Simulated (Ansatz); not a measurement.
CH₅Cl₃Si₂ (`Cl[SiH2]C[SiH](Cl)Cl`), relaxed with RKS PBE0-D4/def2-TZVP in Ansatz from a PBE-D4/def2-SVP geometry. The force threshold is 0.005 eV/Å; the program also tests the step.

Total charge 0; spin multiplicity 1.

Start:

```xyz
11

Cl   -0.269   -1.771    2.839
Si    0.266   -0.212    1.559
C    -0.156   -0.711   -0.216
Si   -0.246    0.729   -1.406
Cl   -0.124    0.067   -3.369
Cl    1.355    2.004   -1.019
H    -0.517    1.004    1.963
H     1.735    0.032    1.710
H     0.601   -1.439   -0.576
H    -1.142   -1.225   -0.224
H    -1.504    1.523   -1.261
```

(1) By how much does the energy fall, and how many steps does the optimiser take? (An estimate is asked.)

(2) Which bonds change most? (Best estimate.)

(3) Give the relaxed structure. (Best estimate.)

Results:

(1) Ansatz gave: 5.57 kJ/mol, in 10 steps.

(2) Ansatz gave: Si4–Cl6 from 2.083 to 2.049 Å; Si4–Cl5 from 2.075 to 2.045 Å; Cl1–Si2 from 2.088 to 2.058 Å; Si2–C3 from 1.892 to 1.868 Å.

(3) The calculation gave: 
```xyz
11

Cl   -0.253   -1.782    2.794
Si    0.226   -0.211    1.553
C    -0.123   -0.699   -0.216
Si   -0.216    0.726   -1.390
Cl   -0.256    0.063   -3.325
Cl    1.425    1.926   -1.135
H    -0.612    0.944    1.954
H     1.659    0.096    1.747
H     0.649   -1.398   -0.552
H    -1.084   -1.223   -0.256
H    -1.415    1.558   -1.174
```
